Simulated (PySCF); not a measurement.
A GIAO shielding run with PySCF 2.14 (density fitting, non-relativistic, gas phase) on `[BH3-][N+](C)(C)CC(C)C`, C₆H₁₈BN:

```
$ OMP_NUM_THREADS=1 python probes_run.py task.json out

{"job": {"kind": "nmr", "xc": "PBE0", "basis": "pcSseg-1"}, "charge": 0, "multiplicity": 1}
B     -1.678491     0.082604     1.338483
N     -1.353629    -0.177522    -0.250606
C     -2.384509    -1.091618    -0.771240
C     -1.432318     1.097336    -0.979336
C     -0.030632    -0.839132    -0.429771
C      1.196843    -0.022276    -0.009104
C      2.165185    -0.907149     0.770007
C      1.899780     0.635215    -1.193583
H     -2.826581     0.511704     1.365390
H     -1.561652    -1.010267     1.882735
H     -0.876393     0.908166     1.753536
H     -3.371000    -0.637962    -0.620168
H     -2.217708    -1.291098    -1.842515
H     -2.343213    -2.030753    -0.206649
H     -1.241839     0.945317    -2.054249
H     -2.434433     1.518298    -0.833639
H     -0.702893     1.801481    -0.564875
H      0.056303    -1.140114    -1.490265
H     -0.094694    -1.757017     0.170038
H      0.842334     0.756883     0.684341
H      1.689987    -1.304435     1.679414
H      3.058722    -0.340703     1.073373
H      2.505896    -1.761084     0.160165
H      1.230845     1.286919    -1.774741
H      2.745720     1.251659    -0.853030
H      2.302467    -0.126084    -1.882801
```

Hardware: 1 thread of an Arm Neoverse V2, shared host. The job also computes population analyses, field gradients.

Question: How large is the calculation?

Answer: 66 electrons, 226 basis functions and 1158 auxiliary functions.

Question: How long does it take, and how much memory does it need?

Answer: 40 s of wall time, with 13 SCF cycles and 4 response iterations; peak memory 1.1 GiB. Times on a shared host scatter by some tens of per cent.

Question: And these other runs on the same molecule and hardware: GIAO shielding at HF/pcSseg-1?

Answer: HF/pcSseg-1: 226 functions, 19 s.
